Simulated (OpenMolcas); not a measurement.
**Sb2+: the spin-orbit constant, worked from levels**

| Quantity | Value |
| --- | --- |
| Program | OpenMolcas 26.06 |
| Basis | ANO-R2 [7s6p4d2f1g] |
| Scalar Hamiltonian | X2C, finite nucleus |
| Active space | 3 electrons in 4 orbitals (5s 5p) |
| State averaging | 2S+1 = 4 odd, 1 root; 2S+1 = 2 odd, 3 roots; 2S+1 = 4 even, 3 roots; 2S+1 = 2 even, 9 roots |
| Spin-orbit coupling | state interaction with AMFI integrals over the reference wave functions, term energies averaged over their components |

Methods: CASSCF; SS-CASPT2, IPEA 0.25 Eh, imaginary shift 0.1 Eh (closed shells correlated: 4d). Measured levels: Moore, Atomic Energy Levels, vol. III, NSRDS-NBS 35 (1971 reprint of NBS Circular 467, 1958).

**The spin-orbit constant.** For the Hund term ²P° of p1, E(J) = (A/2) J(J+1) + constant and ζ = 2S·A = A. From J = 1/2 to J = 3/2 the energy changes by 1.5 A.

```tsv
Source	E(3/2) - E(1/2)	A	ζ
CASSCF	5825.8	3883.9	3884
SS-CASPT2	5825.8	3883.9	3884
measured	6576.0	4384.0	4384
```

All in cm-1. SS-CASPT2 is off by -11.4 % and CASSCF by -11.4 %. Both methods take the spin-orbit matrix elements from the reference wave functions, so the second can move ζ only through the term energies and any multistate remixing.

Computed and measured levels are paired by configuration, term and J; levels that our copy of the source lacks, or whose pairing is in doubt (as where it misses far off the trend of its configuration), stay unpaired and out of the deviations. Levels of configurations outside the active space are missing.

° marks odd parity.
